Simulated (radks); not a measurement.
Fractional charge and spin in the 5p shell of lanthanum: the spin-up occupation runs from 2 to 3 and the spin-down occupation from 2 to 3; the fullest corner is La+, [Kr] 4d10 5s2 5d(up 1, down 1) 5p(up 3, down 3). Method: scalar-relativistic Kohn-Sham, PBE, spin-polarised, spherical densities, finite nucleus; Fermi nuclear charge, rms radius of each element as measured or else 0.836 A^(1/3) + 0.57 fm; computed with a radial shooting solver on a logarithmic mesh with Libxc functionals. Energy (eV) above the fullest corner. The planes named below are the two flat planes that join the four corners, with an edge along up + down = one added electron.

down \ up       2    2.25     2.5    2.75       3
2          73.479  61.862  50.939  40.699  31.130
2.25       61.862  50.991  40.801  31.279  22.413
2.5        50.939  40.801  31.329  22.511  14.332
2.75       40.699  31.279  22.511  14.380   6.868
3          31.130  22.413  14.332   6.868   0.000

Corners above the fullest one (they belong to La2+ and the next ion): (up 3, down 2) 31.130 eV, (up 2, down 3) 31.130 eV, (up 2, down 2) 73.479 eV. With half an added electron in each spin the energy lies 0.199 eV from the planes, and with half an added electron in spin up alone -1.365 eV. The planes are only a guide here: the flat-plane condition holds for ground states with one frontier orbital, while this shell lies below other occupied shells, so the corners above the fullest one are inner-hole states and not the ground states of those ions.
